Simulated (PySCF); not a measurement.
# NMR data sheet: C₆H₁₅NSi

```
Formula                               : C6H15NSi
SMILES                                : C/N=C\[SiH2]C(C)(C)C
InChI                                 : InChI=1S/C6H15NSi/c1-6(2,3)8-5-7-4/h5H,8H2,1-4H3/b7-5-
Point group of the computed structure : C1
Degrees of unsaturation               : 1
Carbon signals                        : 4
Proton signals                        : 4
```

Bonds (- single, = double, # triple, : aromatic): C1-N2, N2=C3, C3-Si4, Si4-C5, C5-C6, C5-C7, C5-C8. C1 carries H9, H10, H11; C3 carries H12; Si4 carries H13, H14; C6 carries H15, H16, H17; C7 carries H18, H19, H20; C8 carries H21, H22, H23. Stereochemistry as in C/N=C\[SiH2]C(C)(C)C.

PySCF 2.14 calculation with NMR shieldings at B3LYP/pcSseg-1/GIAO and PBE0-D3(BJ)/def2-SVP geometry; equivalent nuclei averaged, no solvent model, no relativistic terms, one computed conformer.

Referencing at the same level of theory: TMS for ¹H and ¹³C and ²⁹Si; ¹⁵N against NH3.

| carbon | δC, type | δH (multiplicity) | HMBC from (2–3 bonds) | span of the C tensor (ppm) |
| --- | --- | --- | --- | --- |
| C1 | 52.8, CH3 | 3.68 (s) | H12 | 61 |
| C3 | 177.6, CH | 8.41 (t) | H13/H14, H9/H10/H11 | 215 |
| C5 | 17.6, C | – | H12, H13/H14, H15/H16/H17/H18/H19/H20/H21/H22/H23 | 10 |
| C6/C7/C8 | 28.9, CH3 | 1.11 (s) | H13/H14, H15/H16/H17/H18/H19/H20/H21/H22/H23 | 45 |

Other nuclei:
```tsv
atoms	nucleus	environment	δ (ppm)	σ (ppm)
H13/H14	¹H	hydrogen on a silicon bonded to 2 C	4.18	27.20
Si4	²⁹Si	silicon bonded to 2 C, 2 H	-52.5	390.4
N2	¹⁵N	imine nitrogen	481.0	-217.5
```

- Carbon types of the structure: 1 × C, 1 × CH, 4 × CH3, leaving 2 H on heteroatoms.
- δC 177.6: C=N carbon.
- δC 52.8: methyl carbon bonded to N; pulled downfield by the heteroatom.
- δC 28.9: methyl carbon; aliphatic region, no heteroatom directly attached.
- δC 17.6: fully substituted sp3 carbon bonded to Si.
- δH 3.68: hydrogen on a methyl carbon bonded to N; its carbon carries N, which withdraws density.

Shifts are as computed. Against solution values, carbons near 30 ppm lie about +2 ppm off and those near 130 ppm about +6 ppm. Of 1211 compounds with measured shifts, 218 miss one by over three times the rms of a fit or turn the order of signals round; such compounds aren't used in these exercises. Experimental scales use liquid or dissolved standards, which lie at an offset from isolated NH3 (liquid NH3: subtract about 20 ppm). Unscaled 15N shifts of sp2 nitrogen come out 20 to 40 ppm too high even then. Multiplicities follow the n + 1 count of equivalent neighbours, as no J values were calculated; m marks all less simple cases, F and P coupling included.
